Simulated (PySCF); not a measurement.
**SbH₂⁺ at several levels of theory**

All levels use the PBE0 minimum (singlet; Sb–H 1.709 Å (×2); H–Sb–H 90.2°), basis [Sb def2-TZVP with ECP28, H def2-TZVP], scalar-relativistic core potentials, density fitting, no spin–orbit coupling, PySCF. For vertical energies the ionised species is a doublet (spins chosen at PBE0 and kept) and the electron-attached one a doublet. Open shells are unrestricted, also as the reference of the correlated levels. Dipoles are about the centre of mass. A dash marks a value that was not computed or is not defined at that level.

```tsv
level	vertical IP (eV)	vertical EA (eV)	−ε(HOMO) (eV)	gap (eV)	dipole (D)
PBE0	17.71	8.74	15.05	3.98	0.52
CCSD(T)	17.74	8.63	–	–	–
HF	16.77	8.24	17.42	9.76	0.54
PBE	17.68	8.67	13.98	1.98	0.47
r2SCAN	17.71	8.88	14.26	2.42	0.52
B3LYP	17.83	8.72	14.90	3.50	0.42
TPSSh	17.72	8.71	14.54	3.02	0.44
MP2	17.74	8.63	–	–	–
r2SCAN0	17.71	8.92	15.24	4.26	0.54
PBEsol	17.66	8.68	13.96	1.93	0.57
```

For SbH₂⁺ itself CCSD(T) correlates 16 electrons; T1 = 0.013, D1 = 0.036, (T) = -19 kJ/mol.

(1) Which levels differ least and most from CCSD(T) in the vertical IP?

Answers

(1) Least: MP2 (0.00 eV); most: HF (-0.97 eV).
